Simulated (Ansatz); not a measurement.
Geometry optimisation, Ansatz, RHF/def2-SVP.

input.yaml

```yaml
crystal:
  periodic: [false, false, false]
  atoms:
    - { symbol: Al, position_ang: [-0.089764, 0.584541, -0.420011] }
    - { symbol: H, position_ang: [-0.118173, -0.030346, 2.271365] }
    - { symbol: H, position_ang: [1.215136, -0.267223, -0.502553] }
    - { symbol: "N", position_ang: [-1.653076, 0.034949, -0.99889] }
    - { symbol: H, position_ang: [-1.833132, -0.871439, -1.387197] }
    - { symbol: H, position_ang: [-2.495282, 0.578073, -0.989757] }
    - { symbol: Br, position_ang: [0.018679, 2.801455, 0.4227] }
    - { symbol: H, position_ang: [-0.065489, 0.674191, 2.179043] }
basis:
  gaussian: { orbitals: def2-SVP }
hamiltonian:
  xc: hf
relax:
  f_tol: 0.03
  max_steps: 50
```

Command:

```bash
$ ansatz run input.yaml --threads 1 --pin off --max-ram 2048MiB --backend cpu --events-out ev --progress --plain --runs-dir out
```

Question: Where does it end, and by what steps?

Answer: The forces met the threshold. The force dipped under the threshold on the way, but the program's further checks kept it going. After 8 steps the energy has fallen by 0.179 eV; H8 moved furthest, 0.65 Å.

```csv
step,energy less start (eV),largest force component (eV/Å),accepted
0,0.0000,1.568,yes
1,-0.1435,0.341,yes
2,-0.1680,0.177,yes
3,-0.1757,0.210,yes
4,-0.1779,0.181,yes
5,-0.1775,0.131,no
6,-0.1787,0.030,yes
7,-0.1789,0.011,yes
8,-0.1790,0.028,yes
```

```xyz
8
Properties=species:S:1:pos:R:3
Al -0.097 0.721 -0.651
H -0.127 -0.258 2.788
H 1.197 -0.157 -0.678
N -1.667 0.083 -1.119
H -1.832 -0.862 -1.411
H -2.527 0.598 -1.126
Br 0.022 2.902 -0.026
H 0.011 0.476 2.798
```

Whether the end is a true minimum wasn't checked by a vibrational analysis.

Time of the run: 18 s on 1 thread of Arm Neoverse V1, on a shared host, peak memory 0.17 GiB.
